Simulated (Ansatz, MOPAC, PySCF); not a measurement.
Complex: HBr (SMILES Br) (first 2 atoms) with H4OSi (SMILES O[SiH3]); geometry from B3LYP-D3(BJ)/def2-TZVP.
(charge 0, multiplicity 1):
```xyz
8

Br    -0.6094    -1.1556    -0.0208
H     -0.1549    -0.4227     1.1354
O      0.4142     0.4928     2.6908
Si    -0.0908     0.1268     4.2355
H      1.0989     1.1549     2.5641
H      1.0380    -0.3805     5.0490
H     -1.1204    -0.9128     4.0636
H     -0.6578     1.3243     4.8970
```

Counterpoise-corrected where a basis set is named; no monomer relaxation.

The state reached by PM7 isn't checked; PM7 holds dispersion and hydrogen-bond terms.

Run with Ansatz (a first-principles code) with Gaussian orbitals; MOPAC for PM7 (differences of heats of formation); PySCF for the dispersion terms. Each number belongs to the level named beside it.

Question: One of these levels gives -5.20 kcal/mol for the interaction energy. Which one is it?
A. PM7
B. PBE-D4/def2-TZVPPD
C. BHLYP/def2-TZVPPD

Answer: B, PBE-D4/def2-TZVPPD. The others give -4.12 (PM7), -3.81 (BHLYP/def2-TZVPPD)
